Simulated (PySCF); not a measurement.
Deuteron quadrupole couplings in `[SiH3]Cc1cc[cH-]c1`

C6H9Si (charge -1).
Z-matrix (Å and degrees, GFN2-xTB geometry), rows numbered from 1:
```
Si
C   1  1.8905
C   2  1.5025  1  108.52
C   3  1.3977  2  126.07  1   -92.43
C   4  1.3922  3  108.14  2   179.97
C   5  1.3952  4  108.02  3    -0.49
C   6  1.3920  5  108.03  4     0.01
H   1  1.4883  2  113.05  3  -179.91
H   1  1.4664  2  112.02  3   -61.68
H   1  1.4661  2  112.11  3    61.76
H   2  1.0956  1  110.39  3  -120.91
H   2  1.0959  1  110.29  3   121.26
H   4  1.0852  3  125.47  2    -1.10
H   5  1.0852  4  126.08  3   179.55
H   6  1.0853  5  125.97  4  -179.98
H   7  1.0851  3  125.49  2     0.94
```

Level: PBE0/pcSseg-1 (PySCF, non-relativistic); Q(2H) = 0.00286 b; rigid geometry, the same for H and D, with no vibrational averaging.

Problem. Rank these positions by the coupling χzz of a deuteron there, largest first.
A. H8 (Si–H hydrogen)
B. H14 (aromatic hydrogen)
C. H9 (Si–H hydrogen)
D. H11 (methylene hydrogen)

Solution. B (228 kHz), D (209 kHz), C (111 kHz), A (102 kHz).

Problem. What are Vzz, η and χzz (234.96 MHz × Q × Vzz) at all hydrogens?

Solution. 
| atom | bonded to | bond length (Å) | Vzz (au) | η | χzz (kHz) |
| --- | --- | --- | --- | --- | --- |
| H8 | Si1 | 1.488 | 0.1511 | 0.00 | 102 |
| H9 | Si1 | 1.466 | 0.1657 | 0.02 | 111 |
| H10 | Si1 | 1.466 | 0.1659 | 0.02 | 112 |
| H11 | C2 | 1.096 | 0.3115 | 0.02 | 209 |
| H12 | C2 | 1.096 | 0.3110 | 0.02 | 209 |
| H13 | C4 | 1.085 | 0.3397 | 0.10 | 228 |
| H14 | C5 | 1.085 | 0.3400 | 0.09 | 228 |
| H15 | C6 | 1.085 | 0.3399 | 0.09 | 228 |
| H16 | C7 | 1.085 | 0.3399 | 0.10 | 228 |

Problem. Average by the element that carries the hydrogen.

Solution. on Si: 108 kHz over 3 positions, mean bond length 1.474 Å; on C: 222 kHz over 6 positions, mean bond length 1.089 Å.

Problem. Give the 2H NMR doublet splittings at H14 for a magnetic field along the z, y and x axes of the gradient: 3χ/2, 3χ(1 + η)/4, 3χ(1 − η)/4.

Solution. With |χ| = 228.5 kHz and η = 0.088: 343, 186 and 156 kHz, to first order and without motion.

One conformer (not necessarily the lowest) at the GFN2-xTB geometry, without solvent, vibrations or thermal averaging. The pcSseg-1 basis has no diffuse functions, a weakness for an anion. The HOMO energy is positive at this level (0.00 eV), so the outermost electrons may be held by the finite basis alone. GFN2-xTB bond lengths can be off by several hundredths of an ångström, more for odd bonds, and the gradients follow them. The small basis limits the accuracy of the gradients.
